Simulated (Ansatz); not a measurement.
Geometry optimisation, DFT PBE, scalar-relativistic, plane waves, PAW in Ansatz.

The input (input.yaml):

```yaml
crystal:
  lattice:
    - [0.0, 5.43, 5.43]
    - [5.43, 0.0, 5.43]
    - [5.43, 5.43, 0.0]
  atoms:
    - { symbol: Si, position: [0.0, 0.0, 0.0] }
    - { symbol: Si, position: [0.125, 0.125, 0.125] }
    - { symbol: Si, position: [0.0, 0.0, 0.5] }
    - { symbol: Si, position: [0.125, 0.125, 0.625] }
    - { symbol: Si, position: [0.0, 0.5, 0.0] }
    - { symbol: Si, position: [0.125, 0.625, 0.125] }
    - { symbol: Si, position: [0.0, 0.5, 0.5] }
    - { symbol: Si, position: [0.125, 0.625, 0.625] }
    - { symbol: Si, position: [0.5, 0.0, 0.0] }
    - { symbol: Si, position: [0.625, 0.125, 0.125] }
    - { symbol: Si, position: [0.5, 0.0, 0.5] }
    - { symbol: Si, position: [0.625, 0.125, 0.625] }
    - { symbol: Si, position: [0.5, 0.5, 0.0] }
    - { symbol: Si, position: [0.625, 0.625, 0.125] }
    - { symbol: Si, position: [0.5, 0.5, 0.5] }
    - { symbol: Si, position: [0.625, 0.625, 0.625] }
    - { symbol: Ti, position: [0.2498657, 0.2313301, 0.2621711] }
basis:
  ecutwfc: 420.0
kpoints:
  mp_grid: { grid: [2, 2, 2] }
hamiltonian:
  xc: pbe
  pseudopotentials: { kind: paw, azcp: { folder: soft_1 } }
scf:
  occupations: { method: gaussian, width: 0.05 }
  lower_state_search: "off"
relax:
  f_tol: 0.03
  max_steps: 60
  adjacent_minimum: "off"
output:
  write_density: true
  write_potential: true
  elf: true
  volumetric_format: npy
```

Command:

```bash
$ ansatz run input.yaml --threads 1 --pin off --max-ram 3072MiB --backend cpu --events-out ev --progress --plain --runs-dir out
```

**Question.** Where does it end, and by what steps?

**Answer.** The forces met the threshold. Limits of this set-up: coarse k mesh, a small cell, in which the defect meets its images. After 3 steps the energy has fallen by 0.500 eV; Ti17 moved furthest, 0.12 Å.

```tsv
step	energy less start (eV)	largest force component (eV/Å)	accepted
0	0.0000	1.653	yes
1	-0.4596	0.503	yes
2	-0.4974	0.075	yes
3	-0.4999	0.005	yes
```

```xyz
17
Lattice="0.0000 5.4300 5.4300 5.4300 0.0000 5.4300 5.4300 5.4300 0.0000" Properties=species:S:1:pos:R:3
Si -0.007 0.006 -0.006
Si 1.311 1.315 1.306
Si 2.713 2.717 -0.042
Si 4.115 4.120 1.309
Si 2.712 -0.033 2.706
Si 4.114 1.319 4.108
Si 5.465 2.719 2.708
Si 6.771 4.091 4.082
Si -0.037 2.719 2.710
Si 1.310 4.123 4.113
Si 2.713 5.470 2.711
Si 4.088 6.774 4.084
Si 2.712 2.721 5.460
Si 4.088 4.092 6.765
Si 5.431 5.433 5.425
Si 6.771 6.776 6.766
Ti 2.711 2.720 2.709
```

Time of the run: 34 s on 1 thread of Arm Neoverse V1, with other jobs on the host, peak memory 0.56 GiB.
